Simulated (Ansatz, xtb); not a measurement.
**C3H5Br: which of two isomers lies lower**

We compare I, `C=CCBr`, a singlet, with II, `C=C(C)Br`, a singlet. Both are isolated molecules in the gas phase, relaxed with B3LYP/6-31G*, each in the lowest conformer that the search found.

Quicker runs give these differences E(II) − E(I): GFN2-xTB −20.4 kJ/mol; HF/STO-3G −22.5 kJ/mol (at GFN2-xTB geometries); r2SCAN-D4/def2-SVP −16.4 kJ/mol (at GFN2-xTB geometries).

Estimate E(II) − E(I) at the level CCSD(T)/def2-SVP + ΔMP2/def2-TZVPP.

Calculated at CCSD(T)/def2-SVP + ΔMP2/def2-TZVPP: E(II) − E(I) = −11.2 kJ/mol, so structure II lies lower.

The same difference at several levels:

```
                             level      geometry  E(II) − E(I) (kJ/mol)  departure from the last row (kJ/mol)  job, with rough time for the two
                          GFN2-xTB      GFN2-xTB                   −20.4                                  −9.2              optimisation, 0.36 s
                         HF/STO-3G      GFN2-xTB                   −22.5                                 −11.3               single point, 2.4 s
                r2SCAN-D4/def2-SVP      GFN2-xTB                   −16.4                                  −5.2                single point, 15 s
                      B3LYP/6-31G*  B3LYP/6-31G*                    −7.8                                  +3.3             optimisation, 2.4 min
                       HF/def2-SVP  B3LYP/6-31G*                    −4.2                                  +6.9           part of the CCSD(T) run
                      MP2/def2-SVP  B3LYP/6-31G*                   −16.1                                  −4.9           part of the CCSD(T) run
                  CCSD(T)/def2-SVP  B3LYP/6-31G*                   −12.6                                  −1.4                      single point
CCSD(T)/def2-SVP + ΔMP2/def2-TZVPP  B3LYP/6-31G*                   −11.2                                                   single point, 2.2 min
```

As drawn, both hold the same kinds of bond in the same numbers. Structure I has 0 methyl groups, II 1.

None of the levels shown reverses the order. The largest departure from CCSD(T)/def2-SVP + ΔMP2/def2-TZVPP is that of HF/STO-3G, 11.3 kJ/mol. The last row adds to CCSD(T) the change of the MP2 difference between the two basis sets, here +1.4 kJ/mol.

With harmonic frequencies from B3LYP/6-31G* (ideal gas, rigid rotor, one conformer each, 400 K, 1 atm): the zero-point term adds −1.7 kJ/mol; ΔH is −12.5 and ΔG −11.7 kJ/mol.

The correlated steps freeze 12 core orbitals; the filled d shell of Br is correlated, in a basis made for valence electrons. Mirror images aren't counted in ΔG. Run with Ansatz 0.2.0, xtb 6.7.1; the last row on 1 thread of AMD EPYC (Zen 3) on a shared host.
